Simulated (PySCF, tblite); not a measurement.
Write a Z-matrix for `O=C1CCP(P)CC1` as optimised with GFN2-xTB.

Z-matrix in Å and degrees, rows numbered from 1:
```
O 
C   1  1.2046
C   2  1.5105  1  122.79
C   3  1.5313  2  111.47  1   116.03
P   4  1.8598  3  115.25  2    58.35
P   5  2.1788  4   99.39  3    52.66
C   5  1.8601  4   96.94  3   -48.12
C   2  1.5106  1  122.78  3   179.24
H   3  1.0927  2  108.82  1    -4.69
H   3  1.0944  2  108.78  1  -123.21
H   4  1.0944  3  109.77  2  -179.74
H   4  1.0943  3  109.87  2   -61.92
H   6  1.3924  5   91.93  4    88.71
H   6  1.3929  5   91.82  4  -179.13
H   7  1.0941  5  107.94  4   171.64
H   7  1.0943  5  106.60  4   -73.28
H   8  1.0947  2  109.05  1   123.90
H   8  1.0927  2  108.91  1     5.16
```

The 4 C–C bonds span 1.511 Å (C2–C3, drawn single) to 1.531 Å (C3–C4, drawn single), a spread of 0.020 Å. The 6-membered ring C2–C3–C4–P5–C7–C8 has internal angles of 96.9° to 115.2°; it is puckered, 0.25 Å rms from its mean plane, widest ring torsion 64°. P6 (three-coordinate phosphorus) is pyramidal (angles 92.1°, 91.9° and 91.8°, sum 275.8°, 0.87 Å off the plane of its three neighbours). P5 (three-coordinate phosphorus) is pyramidal (angles 99.4°, 99.4° and 96.9°, sum 295.7°, 0.95 Å off the plane of its three neighbours).

The geometry is computed with GFN2-xTB (gas phase).

Point group: near Cs, missed by 0.17 Å at most; the miss may be what the optimiser left on a soft mode. Its GFN2-xTB frequencies are all real (lowest 64 cm⁻¹). One conformer, not necessarily the lowest (C4–P5–P6–H 89° and -179°, O1–C2–C3–C4 116°, C2–C3–C4–P5 58°, C3–C4–P5–P6 53°, C4–P5–C7–C8 49°). 3 starts were optimised and ended at 0.00, 1.30 and 1.81 kcal/mol (GFN2-xTB); the lowest of these is shown.
